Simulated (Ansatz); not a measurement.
Basis sets compared for [InH4]- (InH₄⁻). Charge -1, multiplicity 1. Geometry PBE-D4/def2-TZVPD. Ansatz on 4 threads of Arm Neoverse V2 on a shared host; times are rough, and most runs start from earlier orbitals.

```xyz
5

In    0.0000    0.0000    0.0000
H     1.3867    0.8635   -0.7422
H    -0.6818   -1.1598   -1.1873
H    -1.2612    1.1852    0.4735
H     0.5563   -0.8890    1.4560
```

In the def2 sets In takes a core potential, while STO-3G treats all electrons; there is no spin–orbit coupling.

STO-3G and 6-31G are all-electron sets without relativity, so their totals don't compare with the def2 sets.

| level | functions | energy (Eh) | HOMO (eV) | LUMO (eV) | wall time |
| --- | --- | --- | --- | --- | --- |
| HF/STO-3G | 31 | -5685.0277 | -1.26 | 20.26 | 0.1 s |
| PBE-D4/def2-SVPD | 64 | -192.5089 | -1.16 | 3.46 | 0.3 s |
| PBE0-D4/def2-SVPD | 64 | -192.5151 | -2.29 | 3.88 | 0.3 s |

Problem. Estimate the rows for HF/def2-TZVPD, PBE-D4/def2-TZVPD, PBE0-D4/def2-TZVPD.

Solution. 
```
             level  functions  energy (Eh)  HOMO (eV)  LUMO (eV)  wall time
     HF/def2-TZVPD         92    -191.5078      -5.13       4.59      0.2 s
 PBE-D4/def2-TZVPD         92    -192.5204      -1.19       3.21     0.35 s
PBE0-D4/def2-TZVPD         92    -192.5253      -2.31       3.60     0.55 s
```
